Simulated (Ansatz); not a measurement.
Geometry optimisation, RHF/STO-3G (Ansatz).

input.yaml

```yaml
crystal:
  periodic: [false, false, false]
  atoms:
    - { symbol: C, position_ang: [-1.2588, 1.8087, 0.7055] }
    - { symbol: O, position_ang: [-1.234, 0.4996, 1.1191] }
    - { symbol: Si, position_ang: [-0.9261, -0.6666, -0.0082] }
    - { symbol: Si, position_ang: [1.0113, -1.8994, 0.4194] }
    - { symbol: C, position_ang: [0.7073, -0.6134, -0.9015] }
    - { symbol: O, position_ang: [1.4942, 0.621, -0.7666] }
    - { symbol: H, position_ang: [-2.02, 1.9847, -0.1013] }
    - { symbol: H, position_ang: [-1.5894, 2.4767, 1.5404] }
    - { symbol: H, position_ang: [-0.3259, 2.2431, 0.4116] }
    - { symbol: H, position_ang: [-2.0399, -1.2471, -0.7123] }
    - { symbol: H, position_ang: [2.0082, -1.4709, 1.3694] }
    - { symbol: H, position_ang: [1.142, -3.2206, -0.2246] }
    - { symbol: H, position_ang: [0.6036, -1.0017, -1.8966] }
    - { symbol: H, position_ang: [2.4144, 0.4567, -0.9254] }
basis:
  gaussian: { orbitals: STO-3G }
hamiltonian:
  xc: hf
relax:
  f_tol: 0.02
  max_steps: 40
scf:
  lower_state_search: "off"
```

Run as:

```bash
$ ansatz run input.yaml --threads 1 --pin off --max-ram 2048MiB --backend cpu --events-out ev --progress --plain --runs-dir out
```

Where does it end, and by what steps?

The run converged. Limits of this set-up: minimal basis. After 11 steps the energy has fallen by 1.006 eV; H9 moved furthest, 0.33 Å.

```csv
step,energy less start (eV),largest force component (eV/Å),accepted
0,0.0000,4.469,yes
1,-0.8209,2.712,yes
2,-0.9795,0.501,yes
3,-0.9926,0.297,yes
4,-0.9703,0.622,no
5,-1.0005,0.078,yes
6,-1.0024,0.078,yes
7,-1.0037,0.078,yes
8,-1.0047,0.081,yes
9,-1.0053,0.070,yes
10,-1.0056,0.041,yes
11,-1.0058,0.020,yes
```

```xyz
14
Properties=species:S:1:pos:R:3
C -1.371 1.815 0.696
O -1.107 0.525 1.253
Si -0.764 -0.664 0.102
Si 0.951 -1.937 0.367
C 0.824 -0.526 -0.889
O 1.605 0.673 -0.784
H -2.235 1.816 0.020
H -1.595 2.501 1.517
H -0.516 2.221 0.145
H -1.919 -1.031 -0.648
H 1.848 -1.730 1.450
H 1.036 -3.252 -0.167
H 0.724 -0.858 -1.923
H 2.506 0.417 -1.112
```

Whether the end is a true minimum wasn't checked by a vibrational analysis.

Run time: 87 s on 1 thread of Intel(R) Xeon(R) Processor @ 2.50GHz (Skylake/Cascade Lake), with other jobs on the host, peak memory 0.12 GiB.
